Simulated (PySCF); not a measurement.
C₂H₉AsO₂Si.
SMILES: `CCO[Si@H](O)[AsH2]`

Torsions of this conformer, `[CH3:1][CH2:2][O:3][Si@H:4]([OH:5])[AsH2:6]`: C1–C2–O3–Si4 -82°, C2–O3–Si4–O5 67°, H–O5–Si4–O3 65°, H–As6–Si4–O3 -167°, H–As6–Si4–O3 -74°.

The closed-shell ground state was solved at several levels (PySCF, density fitting, gas phase). The structure is a single PBE0-D3(BJ)/def2-SVP conformer in the gas phase; no vibrational or solvent corrections. Relativistic effects, spin–orbit coupling among them, are left out although an element past zinc is present.

```json
{"level": "PBE0/pcSseg-1", "basis functions": "178", "HOMO (eV)": "-7.31", "LUMO (eV)": "0.42", "gap (eV)": "7.73", "dipole (D)": "1.27"}
{"level": "PBE0/def2-SVPD", "basis functions": "220", "HOMO (eV)": "-7.29", "LUMO (eV)": "0.02", "gap (eV)": "7.31", "dipole (D)": "1.12"}
```

What might B3LYP/pcSseg-1 (178 basis functions) give for the same quantities?

HOMO -7.07 eV, LUMO 0.21 eV, gap 7.28 eV, dipole 1.26 D.

Over all these levels, which gives the widest orbital gap and which the narrowest?

PBE0/pcSseg-1 (global hybrid, 25 % exact exchange) has the widest, 7.73 eV, and B3LYP/pcSseg-1 (global hybrid, 20 % exact exchange) the narrowest, 7.28 eV. The two share the basis. From the narrowest to the widest the HOMO moves by -0.24 eV and the LUMO by +0.21 eV.

How far do the dipole and the HOMO energy spread over the levels?

The dipole runs from 1.12 to 1.27 D (mean 1.22 D) and the HOMO from -7.31 to -7.07 eV.
